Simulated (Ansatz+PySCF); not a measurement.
Values are calculated unless marked as measured or tabulated.
Several solutions for triplet NiO

```xyz
2

Ni    0.0000    0.0000    0.0000
O     0.0000    0.0000    1.6270
```

Basis set: def2-SVP (spherical functions). Charge 0, multiplicity 3.

PBE0 (restricted open-shell) was run from several starts with Ansatz (development build ahead of 0.2.0) and PySCF 2.14.0.

```
run  program                        start  converged  energy (hartree)  <S²>
  A   Ansatz  search for the lowest state        yes       -1582.85168  2.00
  B   Ansatz      atomic start, no search        yes       -1582.85168  2.00
  C    PySCF             program defaults        yes       -1582.83919  2.00
  D   Ansatz      stability test followed        yes       -1582.85168  2.00
```

**Question.** Which runs reached the lowest solution of this kind, and what is wrong with the others?

**Answer.** A, B, D reached the lowest solution found. Converged but too high: C by 0.34 eV. Convergence only shows a stationary point, and even a stable one can lie too high; stability tests and further starts are what find lower ones. Caution: another spin multiplicity may lie lower.
